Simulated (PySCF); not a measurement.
A GIAO shielding run with PySCF (density fitting, non-relativistic, gas phase) on `CC(C)(C)CS[SiH3]`, C5H14SSi:

```
$ OMP_NUM_THREADS=1 python probes_run.py task.json out

{"job": {"kind": "nmr", "xc": "PBE0", "basis": "pcSseg-1"}, "charge": 0, "multiplicity": 1}
C     -1.310083     1.347177    -0.442321
C     -0.925937    -0.057583     0.022003
C     -1.811865    -0.467914     1.203287
C     -1.106882    -1.053417    -1.123497
C      0.526958    -0.071321     0.503783
S      1.723042     0.401370    -0.805750
Si     3.536479     0.243449     0.309024
H     -1.199047     2.062721     0.369813
H     -0.670832     1.656924    -1.264997
H     -2.343798     1.364867    -0.778824
H     -1.552771    -1.465353     1.552223
H     -1.696392     0.227031     2.032397
H     -2.856394    -0.470960     0.901748
H     -0.850431    -2.060168    -0.799956
H     -2.139048    -1.053368    -1.465448
H     -0.463764    -0.784727    -1.957595
H      0.657100     0.633113     1.326220
H      0.801207    -1.071073     0.842677
H      4.561297     0.602247    -0.651214
H      3.457668     1.162268     1.441103
H      3.654570    -1.128341     0.795219
```

Hardware: 1 thread of an Intel Xeon Platinum 8259CL, shared host. The job also computes population analyses, field gradients.

Question: How large is the calculation?

Answer: 74 electrons, 203 basis functions and 1097 auxiliary functions.

Question: How long does it take, and how much memory does it need?

Answer: 55 s of wall time, with 12 SCF cycles and 4 response iterations; peak memory 0.93 GiB. Times on a shared host scatter by some tens of per cent.
